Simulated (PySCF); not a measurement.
Bond stretch in HCl (cation, charge +1), doublet. Each curve is given relative to its own lowest point near equilibrium.

```
R / Å     A     B     C
-----  ----  ----  ----
1.05   43.6  43.6  45.3
1.13   19.4  19.4  20.6
1.19    8.9   8.8   9.7
1.24    3.7   3.7   4.3
1.27    1.8   1.8   2.2
1.32    0.2   0.2   0.3
1.35    0.0   0.0   0.0
1.41    0.9   1.0   0.6
1.47    3.2   3.2   2.6
1.55    7.5   7.5   6.4
1.65   13.9  14.1  12.5
1.80   24.4  24.7  22.4
1.98   36.1  37.2  33.9
2.17   46.2  49.0  43.6
2.38   54.6  60.0  51.5
2.67   62.7  72.0  59.1
2.89   67.0  78.7  62.8
3.24   71.6  86.1  65.8
3.59   74.2  90.6  66.8
3.99   75.6  93.3  66.7
4.61   76.0  95.0  65.6
5.23   75.5  95.2  64.0
```

Energies in kcal/mol.

Problem. Which curve belongs to which method? The methods are restricted open-shell BHandHLYP/6-31G in PySCF; unrestricted BHandHLYP/6-31G (PySCF 2.14.0); PySCF 2.14.0 with unrestricted TPSSh/6-31G.

Solution. A is UKS-BHandHLYP; B is ROKS-BHandHLYP; C is UKS-TPSSh.

The unrestricted determinant behind UKS-BHandHLYP is spin-contaminated at 2.17 to 5.23 Å (<S²> up to 1.4, against 0.75 for a pure doublet). At the longest distance UKS-BHandHLYP, ROKS-BHandHLYP, UKS-TPSSh leaves fractional charges on the fragments, a sign of delocalisation error or of the restricted form. The unrestricted determinant behind UKS-TPSSh is spin-contaminated at 2.17 to 5.23 Å (<S²> up to 1.3, against 0.75 for a pure doublet).
